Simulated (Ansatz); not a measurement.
`[CH3][SnH]([F])[SiH2]F` + `O=CO[SiH3]` → `[CH3][SnH2][F]` + `O=C(O[SiH3])[SiH2]F`  (redistribution)

Program: Ansatz. Geometries: PBE0-D4/def2-TZVP. ΔE: electronic, gas phase. CBS: MP2 limit from def2 TZ/QZ plus the TZ coupled-cluster correction, frozen cores. Functionals use def2-TZVPP. Elements past krypton have def2 core potentials. For Sn outer-core shells are correlated without core-valence functions, which leaves a few kJ/mol of doubt a bond. One conformer a species, not always the lowest.

`[CH3][SnH]([F])[SiH2]F`:

Z-matrix (Å, degrees):
```
C
Sn 1 2.129
H 1 1.090 2 108.8
H 1 1.091 2 110.3 3 -120.0
H 1 1.089 2 109.5 3 119.7
F 2 1.938 1 103.8 3 -53.9
Si 2 2.580 1 116.5 3 -167.6
H 2 1.713 1 112.8 3 57.4
F 7 1.606 2 108.4 1 26.9
H 7 1.483 2 111.4 1 146.1
H 7 1.486 2 111.2 1 -91.2
```

`O=CO[SiH3]`:

```xyz
8

O     0.348    0.426    1.777
C     1.146    0.179    0.920
O     0.828   -0.119   -0.337
Si   -0.820   -0.150   -0.746
H     2.235    0.170    1.070
H    -0.795   -0.507   -2.181
H    -1.521   -1.187    0.043
H    -1.421    1.187   -0.546
```

`[CH3][SnH2][F]`:

Z-matrix (Å, degrees):
```
C
Sn 1 2.124
H 1 1.090 2 109.3
H 1 1.090 2 109.4 3 -119.7
H 1 1.091 2 110.4 3 120.1
F 2 1.932 1 104.3 3 58.4
H 2 1.706 1 114.7 3 171.9
H 2 1.706 1 114.7 3 -55.0
```

`O=C(O[SiH3])[SiH2]F`:

```xyz
11

O    -0.513    0.946    1.114
C    -0.391    0.339    0.078
O     0.601   -0.526   -0.138
Si    1.733   -0.774    1.109
Si   -1.664    0.617   -1.318
F    -1.316   -0.264   -2.601
H     2.444    0.488    1.409
H     2.653   -1.771    0.521
H     1.059   -1.319    2.307
H    -1.617    2.048   -1.684
H    -2.988    0.216   -0.798
```

| level | ΔE (kJ/mol) |
| --- | --- |
| PBE0 | 33.1 |
| MP2/def2-TZVPP | 24.5 |
| CCSD/def2-TZVPP | 24.9 |
| SCS-MP2/def2-QZVPP | 25.5 |

(1) What does CCSD(T)/CBS give? (Best estimate.)

Largest T1 diagnostic among the species: 0.016.

Answers

(1) The calculation gave: +28.3 kJ/mol. The listed levels differ from it by 4.8, -3.8, -3.4, -2.8 kJ/mol.
